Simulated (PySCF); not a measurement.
These are ωB97X-D3(BJ)/def2-TZVP // B3LYP-D3(BJ)/def2-TZVP (PySCF) values and carry that method's errors. All species are isolated molecules in the gas phase. One relaxed conformer stands for a flexible species; it need not be the lowest. Delta-SCF ions had no search for a lower state. Excitations are Tamm–Dancoff values on a coarser integration grid. The basis has no diffuse functions, so Rydberg states are missing or too high.

Reference species (SMILES): `C#CC(=C)C=C` (neutral, multiplicity 1).

* **T1 excitation (TDA)**: 3.15 eV
* **brightest of the four lowest singlets (TDA)**: 5.88 eV
* **HOMO–LUMO gap**: 9.78 eV
* **vertical ionisation energy (Delta-SCF)**: 8.87 eV

Changed species: `C#C/C=C\C=C`.

Predict the effect on the T1 excitation (TDA), brightest of the four lowest singlets (TDA), HOMO–LUMO gap and vertical ionisation energy (Delta-SCF).

the T1 excitation (TDA) falls by 0.30 eV, to 2.85 eV; the brightest of the four lowest singlets (TDA) falls by 0.55 eV, to 5.33 eV; the HOMO–LUMO gap falls by 0.58 eV, to 9.20 eV; the vertical ionisation energy (Delta-SCF) drops by 0.32 eV, to 8.55 eV.
